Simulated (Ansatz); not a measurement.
A run for Ansatz (a program for electronic structure): R-SVWN5/def2-TZVPP on C4H4 (SMILES C#CC=C).

Ansatz 0.2 input:
```yaml
crystal:
  periodic: [false, false, false]
  atoms:
    - {symbol: C, position_ang: [-1.14846195, 0.75024519, 0.54775508]}
    - {symbol: C, position_ang: [-0.58892953, -0.32395491, -0.01127388]}
    - {symbol: C, position_ang: [0.78767424, -0.43094735, -0.34121864]}
    - {symbol: C, position_ang: [1.94843923, -0.55252049, -0.63238579]}
    - {symbol: H, position_ang: [-0.56686441, 1.62988073, 0.78964785]}
    - {symbol: H, position_ang: [-2.20555483, 0.76924510, 0.77506500]}
    - {symbol: H, position_ang: [-1.20113269, -1.19057075, -0.24143779]}
    - {symbol: H, position_ang: [2.97492992, -0.65147751, -0.88635182]}
basis:
  gaussian:
    orbitals: def2-TZVPP
hamiltonian:
  xc: {name: SVWN5}
scf: {lower_state_search: off}
```

The log:

```
WARN ansatz: RAYON_NUM_THREADS=4 ignored (pool sized by the plan → 4); use --threads N
Functional definition: SVWN5
these checks for a lower state are left out or cut short: stability, starts, cluster_reference, orbital_swaps, neighbouring_geometries, increment
integrals: 0.06 GiB planned
956 factors; their error is unknown
mean field: 0.63 GiB planned
mean field evaluation 1: about -4161.1939 eV, gradient 6.8e1 eV
mean field evaluation 2: about -4149.6846 eV, gradient 9.3e1 eV
mean field evaluation 4: about -4172.1741 eV, gradient 1.5e1 eV
mean field evaluation 8: about -4172.6794 eV, gradient 2.3e-1 eV
mean field evaluation 16: about -4172.6586 eV, gradient 6.0e-4 eV
mean field -4172.65859736 eV, -153.3423751234 hartree, gradient 6.3e-7 eV, S^2 0.000000; 0 other end points of the search recorded, 0 dependent functions left out
reference -4172.65863173 eV, -153.3423763865 hartree; 14, 14 occupied and 166, 166 virtual orbitals, 956 factors
Total energy: -4172.65863173 eV, -153.3423763865 hartree
Checks for a lower state left out: stability, starts, cluster_reference, orbital_swaps, neighbouring_geometries, increment
```

Self-consistency was reached.

Cost: about 1.2 core-seconds (a rough figure).
